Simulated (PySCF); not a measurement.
**Circular dichroism: `CC[Si@H]1C[SiH2][C@@H]1C`, C5H14Si2**

Geometry:
```csv
atom,x (Å),y (Å),z (Å)
C1,-3.101,-0.235,0.294
C2,-1.730,-0.264,0.955
Si3,-0.311,-0.375,-0.305
C4,0.055,1.277,-1.215
Si5,1.735,1.484,-0.313
C6,1.439,-0.239,0.492
C7,2.427,-1.325,0.082
H8,-3.267,-1.143,-0.282
H9,-3.181,0.611,-0.384
H10,-3.893,-0.153,1.036
H11,-1.607,0.635,1.561
H12,-1.684,-1.110,1.642
H13,-0.501,-1.540,-1.183
H14,-0.661,2.076,-1.042
H15,0.149,1.175,-2.293
H16,1.772,2.598,0.638
H17,2.903,1.553,-1.193
H18,1.416,-0.203,1.583
H19,3.425,-1.110,0.462
H20,2.121,-2.298,0.466
H21,2.488,-1.397,-1.002
```

Method: PySCF, TDDFT CAM-B3LYP/def2-SVPD circular dichroism and optical rotation, one conformer, gas phase. Geometry: GFN2-xTB.

The molecule is flexible and this is one conformer; a measurement averages over conformers.

Question: Assign R or S to each stereocentre.

Answer: Si3 S, C6 S.

Question: List the lowest 16 singlet excitations with oscillator and rotatory strengths.

Answer: Rotatory strengths R in 10⁻⁴⁰ esu² cm², velocity form and length form (origin at the centre of mass); f in length form.
| state | E (eV) | λ (nm) | f | R (velocity) | R (length) | main |
| --- | --- | --- | --- | --- | --- | --- |
| 1 | 6.29 | 197 | 0.008 | -7.7 | -7.3 | HOMO→LUMO 0.89 |
| 2 | 6.94 | 179 | 0.0008 | -3.3 | -2.8 | HOMO→LUMO+2 0.32, HOMO→LUMO+3 0.21 |
| 3 | 7.05 | 176 | 0.005 | +3.9 | +3.7 | HOMO−1→LUMO 0.84 |
| 4 | 7.14 | 174 | 0.008 | +15.6 | +15.5 | HOMO→LUMO+1 0.51, HOMO→LUMO+3 0.20 |
| 5 | 7.26 | 171 | 0.150 | +19.1 | +19.1 | HOMO−2→LUMO 0.64, HOMO→LUMO+1 0.10 |
| 6 | 7.50 | 165 | 0.005 | +12.8 | +12.8 | HOMO−1→LUMO+2 0.39, HOMO−1→LUMO+1 0.17 |
| 7 | 7.54 | 164 | 0.004 | -9.2 | -8.5 | HOMO→LUMO+2 0.24, HOMO−2→LUMO+2 0.21 |
| 8 | 7.57 | 164 | 0.013 | +13.8 | +13.0 | HOMO→LUMO+3 0.17, HOMO→LUMO+2 0.15 |
| 9 | 7.68 | 162 | 0.012 | -18.3 | -18.2 | HOMO−1→LUMO+1 0.33, HOMO−1→LUMO+3 0.25 |
| 10 | 7.71 | 161 | 0.003 | +2.8 | +3.2 | HOMO−2→LUMO+1 0.45, HOMO−1→LUMO+1 0.15 |
| 11 | 7.78 | 159 | 0.008 | +19.0 | +18.8 | HOMO−3→LUMO 0.45, HOMO→LUMO+4 0.14 |
| 12 | 7.92 | 157 | 0.003 | -12.4 | -12.8 | HOMO→LUMO+4 0.55, HOMO−3→LUMO 0.19 |
| 13 | 8.01 | 155 | 0.153 | -60.7 | -58.6 | HOMO→LUMO+5 0.69 |
| 14 | 8.10 | 153 | 0.025 | +29.0 | +29.4 | HOMO−1→LUMO+2 0.21, HOMO→LUMO+6 0.16 |
| 15 | 8.24 | 151 | 0.029 | -31.7 | -31.2 | HOMO−1→LUMO+2 0.15, HOMO−2→LUMO+4 0.14 |
| 16 | 8.30 | 149 | 0.007 | +9.7 | +10.1 | HOMO→LUMO+7 0.28, HOMO−3→LUMO+1 0.15 |

Among the states computed, the strongest CD band (largest |R|) is state 13. The largest dissymmetry factor in size, g = 4R/(D+G), with D and G the electric and magnetic dipole strengths, is -0.049 for state 12 (velocity form, f = 0.003), among bands with |R| over 0.5. The mirror image has the same energies and oscillator strengths and all R with the opposite sign.
